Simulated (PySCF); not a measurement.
# WHF + H₂O → H₂WO + HF

Level: PBE0 in the def2-TZVP basis family, computed in PySCF with density fitting; scalar-relativistic core potentials for atoms from Rb on, none lighter, no spin–orbit coupling; open shells unrestricted.

```tsv
species	state and structure	E (Eh)	ZPE (kJ/mol)	H(298 K) − H(0) (kJ/mol)	S° (J/(mol K))
WHF	quintet, Cs, W–F 1.874 Å, W–H 1.721 Å; F–W–H 122.6°	-167.40996	18.7	10.8	278.7
H₂O	singlet, C2v, O–H 0.960 Å (×2); H–O–H 105.1°	-76.37736	56.5	9.9	188.7
H₂WO	triplet, C2v, W–H 1.749 Å (×2), W–O 1.676 Å; H–W–H 127.0°, H–W–O 116.5° (×2)	-143.42256	38.9	11.8	274.7
HF	singlet, C∞v, H–F 0.920 Å	-100.39188	24.9	8.7	173.6
```

Q: What is the electronic reaction energy?

A: At PBE0/def2-TZVP, ΔE = -71.2 kJ/mol from the differences of the total energies times 2625.5, downhill. Hydrolysis steps of this kind drive oxide growth by atomic layer deposition.

Q: Add zero-point, thermal and entropy terms for 298.15 K and 1 bar.

A: ΔZPE = -11.4 and Δ[H(298) − H(0)] = -0.2 kJ/mol give ΔH° = -82.8 kJ/mol. ΔS° = -19.1 J/(mol K), so ΔG° = -82.8 − 298.15 × (-0.0191) = -77 kJ/mol and log₁₀K = 13.5.

Spin–orbit coupling can matter for WHF, H₂WO and is left out. Open d or f shells are single determinants, so the state found may not be the ground state. Each species is the lowest minimum found with this bonding; other isomers or fragments can lie lower.
